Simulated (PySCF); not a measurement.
NMR data simulated for an unnamed compound:

¹H NMR (400 MHz, computed): δ 4.91 (m, 1H), 4.76 (s, 3H), 0.95 (m, 2H), 0.80 (m, 2H).

¹³C{¹H} NMR (computed): δ 149.7 (C), 147.7 (C), 49.1 (CH), 8.3 (CH2).

A single conformation, averaged over atoms made equivalent by symmetry, fast rotation or ring inversion, no relativistic terms, in vacuum. GIAO KT3/pcSseg-1 shieldings; PBE0-D3(BJ)/def2-SVP structure; PySCF.

References, each an isolated molecule treated in the same way: ¹H (31.32 ppm), ¹³C (182.31 ppm) vs TMS.

Which of these does the molecule contain: an amide, a C≡C triple bond, a (CH3)2CH unit, a Si–H bond, a three-membered ring, an ester?

## Answers


- An amide: no.
- A C≡C triple bond: no.
- A (CH3)2CH unit: no.
- A Si–H bond: yes (δH 4.76 (s)).
- A three-membered ring: yes.
- An ester: yes (δC 147.7).

The data belong to `O=C(O[SiH3])C(=O)OC1CC1`, C5H8O4Si; they needn't prove each group on their own.

Carbon signals by region: 2 in the sp2 and nitrile region (100–160 ppm), 2 below 50 ppm.

Shifts are as computed, not scaled to solution data. Of 1313 compounds with measured shifts, 239 miss one by over three times the rms of a fit or turn the order of signals round; such compounds aren't used in these exercises. Multiplicities follow the n + 1 count of equivalent neighbours, as no J values were calculated; m marks all less simple cases, F and P coupling included.
